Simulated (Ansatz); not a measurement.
Al₃P₃H₆F₆⁺, that is (F2Al-mu-PH2)3 with one electron fewer. The state is a doublet with charge 1. Geometry PBE-D4/def2-SVP, that of the neutral singlet; atoms count from 1.

Cartesian coordinates in Å:
```
Al 1.635 0.376 -1.363
F 3.191 0.533 -1.972
F 0.287 0.281 -2.382
P 1.320 -1.570 0.021
Al -1.000 -2.239 -0.057
F -1.186 -3.043 -1.520
F -1.509 -2.970 1.369
P -2.040 -0.060 -0.066
Al -0.829 1.352 1.466
F -1.766 2.516 2.231
F 0.051 0.212 2.357
P 0.926 2.195 0.051
H 2.143 -2.616 -0.496
H 1.830 -1.421 1.341
H -3.409 -0.143 0.325
H -2.138 0.511 -1.367
H 0.528 3.296 -0.763
H 1.966 2.790 0.825
```

Single mean-field runs in def2-TZVP are fitted with def2-universal-jkfit.

(1) Estimate the Mulliken populations from the PBE0/def2-TZVP orbitals of Ansatz.

(2) Where does the spin sit?

(3) And the Mayer bond orders between heavy atoms (over 0.3)?

Results:

(1) 
```json
{"atom": "Al1", "charge (e)": "0.67", "spin (α − β)": "0.02"}
{"atom": "F2", "charge (e)": "-0.28", "spin (α − β)": "0.02"}
{"atom": "F3", "charge (e)": "-0.33", "spin (α − β)": "0.01"}
{"atom": "P4", "charge (e)": "-0.12", "spin (α − β)": "0.28"}
{"atom": "Al5", "charge (e)": "0.69", "spin (α − β)": "0.03"}
{"atom": "F6", "charge (e)": "-0.29", "spin (α − β)": "0.03"}
{"atom": "F7", "charge (e)": "-0.29", "spin (α − β)": "0.03"}
{"atom": "P8", "charge (e)": "-0.12", "spin (α − β)": "0.29"}
{"atom": "Al9", "charge (e)": "0.67", "spin (α − β)": "0.02"}
{"atom": "F10", "charge (e)": "-0.28", "spin (α − β)": "0.02"}
{"atom": "F11", "charge (e)": "-0.33", "spin (α − β)": "0.01"}
{"atom": "P12", "charge (e)": "-0.12", "spin (α − β)": "0.27"}
{"atom": "H13", "charge (e)": "0.19", "spin (α − β)": "-0.01"}
{"atom": "H14", "charge (e)": "0.20", "spin (α − β)": "-0.01"}
{"atom": "H15", "charge (e)": "0.19", "spin (α − β)": "-0.01"}
{"atom": "H16", "charge (e)": "0.20", "spin (α − β)": "-0.01"}
{"atom": "H17", "charge (e)": "0.19", "spin (α − β)": "-0.01"}
{"atom": "H18", "charge (e)": "0.19", "spin (α − β)": "-0.01"}
```
Mulliken values depend strongly on the basis.

(2) Summed by element: Al 0.07, F 0.14, P 0.84, H -0.04, of 1 unpaired in all. Largest on single atoms: P8 0.29, P4 0.28, P12 0.27.

(3) Al1–F2 1.16 (1.68 Å); Al1–F3 1.03 (1.69 Å); Al1–P4 0.69 (2.41 Å); Al1–P12 0.67 (2.41 Å); P4–Al5 0.64 (2.42 Å); Al5–F6 1.12 (1.68 Å); Al5–F7 1.12 (1.68 Å); Al5–P8 0.64 (2.41 Å); P8–Al9 0.69 (2.41 Å); Al9–F10 1.16 (1.68 Å); Al9–F11 1.02 (1.69 Å); Al9–P12 0.67 (2.41 Å).
